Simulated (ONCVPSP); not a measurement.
## Before and after: ONCV potential for nitrogen (N)

| Quantity | Value |
| --- | --- |
| Element | N |
| Generator | ONCVPSP 4.0.1 |
| Type | optimised norm-conserving Vanderbilt (ONCV) |
| Functional | PBE |
| Relativity | scalar-relativistic |
| Frozen core | [He] |
| Valence charge | 5 |
| Reference configuration | 2s2 2p3 |
| Partial waves | 2s: rc 1.00 bohr, ncon 5, nbas 9, qcut 8 1/bohr, 2 projectors, debl 2.8 Ha; 2p: rc 1.30 bohr, ncon 4, nbas 7, qcut 5.7 1/bohr, 2 projectors, debl 1.7 Ha |
| Local potential | polynomial inside 0.90 bohr (lpopt 5, dvloc0 0 Ha) |
| Core correction | Teter function fitted to the true core (icmod 2), fcfact 0.45 |

All-electron outer shells of the reference configuration (PBE, scalar-relativistic, ld1.x):

| shell | level (eV) | outermost node (bohr) | outermost maximum (bohr) |
| --- | --- | --- | --- |
| 1s | -384.72 | – | 0.15 |
| 2s | -18.58 | 0.32 | 1.02 |
| 2p | -7.09 | – | 0.98 |

Change: all radii but the core radius scaled by about 0.86 (s 0.86, p 1.12 bohr); local potential polynomial inside 0.78 bohr (lpopt 5, dvloc0 0 Ha).

Cutoffs: the cutoffs (Ha) at which the residual kinetic energy of the hardest occupied pseudo-wave falls to 1 and 0.1 mHa per electron; they do not see the model core or the augmentation charge, which bear on the density cutoff. Errors are all-electron minus pseudo energies relative to the spin-unpolarised reference configuration.

Task: Predict the effect on cutoff, ghosts and configuration errors.

Result: The potential gets harder (73 Ha and 89 Ha → 102 Ha and 121 Ha); of the 3 tests that both files solve, the error grows in 0 and shrinks in 3 by more than 15 % and 0.3 meV (median size 170.6 → 112.4 meV); neither file shows a bound ghost. A smaller radius makes the pseudo-wave follow the all-electron one further in, where it bends more sharply, so more plane waves are needed. Less of the atom is replaced, so other configurations are described better.

```tsv
quantity	base	changed
cutoff, loose	73 Ha	102 Ha
cutoff, tight	89 Ha	121 Ha
loose cutoff by channel	s 29 Ha, p 73 Ha	s 29 Ha, p 102 Ha
bound ghosts	none	none
GHOST(+) flags under 300 eV	none	none
tests with a reliable result	3 of 4	3 of 4
error for 2s2 2p2, meV [ΔE 13.59 eV]	+18	+11
error for 2s2 2p1, meV [ΔE 42.44 eV]	+171	+112
error for 2s2 2p0, meV [ΔE 89.53 eV]	+754	+525
rms error of d²Exc/dni dnj with the model core, mHa	2.06	2.09
```
